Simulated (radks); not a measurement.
Q: The table gives one normalised radial function P(r) = r R(r) of Cr2+ in [Ar] 3d4 (r in bohr). Method: non-relativistic Kohn-Sham, r2SCAN, spin-polarised, spherical densities, point nucleus; open shells are filled with parallel spins first; meta-GGA in the generalised Kohn-Sham scheme; computed with a radial shooting solver on a logarithmic mesh with Libxc functionals.

r           P
0.002688   0.0011
0.00303    0.0014
0.003417   0.0017
0.003883   0.0022
0.004378   0.0028
0.004936   0.0035
0.005566   0.0044
0.006326   0.0057
0.007132   0.0071
0.008042   0.0090
0.00914    0.0114
0.01031    0.0143
0.01162    0.0179
0.01321    0.0227
0.01489    0.0283
0.01679    0.0352
0.01893    0.0436
0.02151    0.0546
0.02426    0.0672
0.02735    0.0823
0.03108    0.1017
0.03505    0.1234
0.03951    0.1487
0.04491    0.1802
0.05063    0.2141
0.05709    0.2521
0.06437    0.2940
0.07316    0.3422
0.08249    0.3894
0.093      0.4369
0.1057     0.4849
0.1192     0.5237
0.1344     0.5526
0.1527     0.5671
0.1722     0.5600
0.1942     0.5276
0.2189     0.4654
0.2488     0.3630
0.2805     0.2326
0.3163     0.0713
0.3595    -0.1283
0.4053    -0.3321
0.457     -0.5388
0.5194    -0.7447
0.5856    -0.9082
0.6603    -1.0276
0.7444    -1.0924
0.8461    -1.0964
0.954     -1.0427
1.076     -0.9434
1.222     -0.8026
1.378     -0.6544
1.554     -0.5057
1.766     -0.3604
1.991     -0.2457
2.245     -0.1562
2.532     -0.0919
2.877     -0.0474
3.244     -0.0231
3.658     -0.0101
4.157     -0.0036
4.687     -0.0012

Which n and l does it have? It may be an empty orbital.

A: n = 3, l = 1: the number of nodes gives n - l - 1 = 1, the rise at small r (about r^(l+1)) gives l, and the extent must fit the shell. The curve is that of 3p up; the table hardly tells the two spins apart. 3p up: eigenvalue -69.421 eV, 1 radial node at r = 0.332 bohr, <r> = 0.958 bohr, 90 % of the charge inside 1.47 bohr.
